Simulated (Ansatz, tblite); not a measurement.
Forces on Mg₄H₆ at its r2SCAN-D4/def2-SVP geometry. Charge 0, multiplicity 1.

The xTB rows come from tblite. The restricted singlet is unstable towards broken spin symmetry in Hartree–Fock (as tested in another run); at PBE0-D4/def2-TZVP this wasn't settled. The structure comes from a short search, and lower isomers may exist.

GFN1-xTB (tblite), largest force 0.87 eV/Å:

```xyz
10
positions Å, forces eV/Å
Mg    1.405   -0.005   -0.337   -0.094    0.164   -0.341
Mg    0.024    0.791   -2.876   -0.563    0.292   -0.311
Mg   -1.218    1.209   -0.410    0.720   -0.362   -0.110
Mg   -0.600   -0.931    1.553   -0.179   -0.531    0.397
H    -1.237   -2.251    2.437    0.280    0.669   -0.482
H     1.697    0.003   -2.158    0.233   -0.093    0.385
H    -0.435   -0.628   -0.514   -0.288   -0.601   -0.346
H     0.617    1.681   -0.371    0.102    0.256    0.161
H     1.338   -0.621    1.376   -0.123    0.076    0.412
H    -1.591    0.752    1.301   -0.089    0.131    0.236
```

GFN2-xTB (tblite), largest force 2.66 eV/Å:

```
Mg 0.893 0.318 0.103
Mg -0.992 0.365 0.211
Mg -0.450 0.930 -0.863
Mg -0.181 -0.399 1.234
H 0.229 0.487 -0.402
H 0.416 -0.295 0.409
H -0.649 -2.060 -1.560
H 0.621 0.416 0.533
H 0.323 0.062 0.090
H -0.209 0.176 0.245
```

PBE0-D4/def2-TZVP (Ansatz), largest force 0.20 eV/Å:

```
Mg -0.126 0.061 0.019
Mg -0.025 -0.008 0.091
Mg 0.170 -0.108 0.002
Mg 0.064 0.084 -0.108
H -0.001 0.009 -0.019
H -0.024 -0.018 0.017
H -0.007 0.005 0.005
H -0.019 -0.001 0.000
H -0.026 -0.015 0.002
H -0.005 -0.009 -0.010
```
